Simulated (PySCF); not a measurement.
# C₆ coefficients of unlike pairs at PBE

Calculated with PySCF 2.14 from the dipole response of each species, C₆(A,B) = (3/π) ∫ α_A(iu) α_B(iu) du, in atomic units, from isotropic polarisabilities. For ions this is the dispersion term alone; charge-induced terms of lower order in 1/R come first.

```
species            configuration                                                                      basis      relativity  α (bohr³)  C₆ (like pair)
      F        [He] 2s2 2p5 (2P)  x2c-TZVPPall with one added diffuse shell each of s, p, d type (6s4p3d1f)   spin-free X2C      3.955           10.90
     Hf   [Xe] 4f14 5d2 6s2 (3F)       def2-QZVPPD with the def2 core potential (60 electrons) (7s6p4d3f2g)  core potential      99.15            1300
    Te⁺   [Kr] 4d10 5s2 5p3 (4S)                                aug-cc-pwCVTZ-PP with ECP28MDF (8s7p6d4f1g)  core potential      22.55           191.7
   Tl²⁺  [Xe] 4f14 5d10 6s1 (2S)                                  aug-cc-pVQZ-PP with ECP60MDF (7s7p5d3f2g)  core potential      12.13           76.03
```

Task: Estimate C₆ for Hf with F.

Result: The integral gives 94.13. The combination rule 2 C_A C_B / (C_A α_B/α_A + C_B α_A/α_B) gives 87.17 and the geometric mean 119.0.

No spin-orbit coupling is included.

The other pairs:

```csv
pair,C₆
"Tl²⁺, Te⁺",118.4
"Tl²⁺, Hf",264.4
"Te⁺, Hf",454.6
"Te⁺, F",43.98
"Tl²⁺, F",28.66
```
